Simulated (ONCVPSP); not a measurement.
An all-electron radial function and its pseudo partner (hydrogen (H))

Columns: radius, all-electron u(r) and pseudo u(r) of the 1s shell (level -6.49 eV) of hydrogen in the configuration 1s1; PBE, scalar-relativistic, ONCV scheme, ONCVPSP 4.0.1.

```csv
r (bohr),all-electron,pseudo
0.057,0.1033,0.0813
0.115,0.1965,0.1621
0.172,0.2773,0.2382
0.230,0.3495,0.3112
0.288,0.4125,0.3792
0.345,0.4663,0.4411
0.402,0.5127,0.4977
0.460,0.5533,0.5493
0.518,0.5877,0.5938
0.575,0.6160,0.6297
0.632,0.6395,0.6576
0.690,0.6589,0.6777
0.747,0.6740,0.6905
0.805,0.6858,0.6981
0.862,0.6942,0.7019
0.920,0.6999,0.7037
0.977,0.7029,0.7043
1.035,0.7037,0.7040
1.092,0.7024,0.7024
1.150,0.6993,0.6993
1.208,0.6946,0.6946
1.265,0.6887,0.6886
1.322,0.6814,0.6814
1.380,0.6731,0.6730
1.438,0.6637,0.6637
1.495,0.6537,0.6537
```

(1) How many radial nodes do the two functions have?

(2) At about which radius was the pseudo-wave matched?

(3) Is the pseudo-wave norm-conserving?

## Answers

(1) The all-electron 1s function has n − l − 1 = 0; the pseudo-wave has 0.

(2) 1.15 bohr. The columns agree to 0.0005 from 1.03 bohr on; several derivatives are matched, so the curves merge somewhat inside the radius.

(3) Yes: the ONCV scheme keeps the norm inside the radius equal to the all-electron one, which fixes the energy derivative of the logarithmic derivative at the level.
